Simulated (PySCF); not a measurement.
Species: C4H12W, charge 0, multiplicity 1. This is an excited singlet: at this geometry the triplet lies 0.57 eV lower at RI-MP2/CBS(def2-TZVPPD,def2-QZVPPD)+[CCSD(T)-MP2]/def2-TZVPPD. SMILES: [W]([CH3])([CH3])([CH3])[CH3]
Geometry: optimised at B3LYP-D3(BJ)/def2-TZVP (Ansatz).

Dispersion corrections to the total energy (kcal/mol) from the dftd3 and dftd4 libraries through PySCF: D3(BJ) without and D4 with the three-body term, each with the damping fitted for the functional named.

```
functional  D3(BJ)      D4
----------  ------  ------
PBE0             ?   -7.22
HSE06        -6.75   -6.81
PBE          -8.84   -8.38
TPSS        -11.42       ?
PW6B95       -5.59   -6.82
B3LYP            ?  -13.36
BHLYP       -13.75  -11.14
```

Question: Complete the blanks.

Answer: 
- PBE0, D3(BJ): -8.07
- TPSS, D4: -11.16
- B3LYP, D3(BJ): -16.15
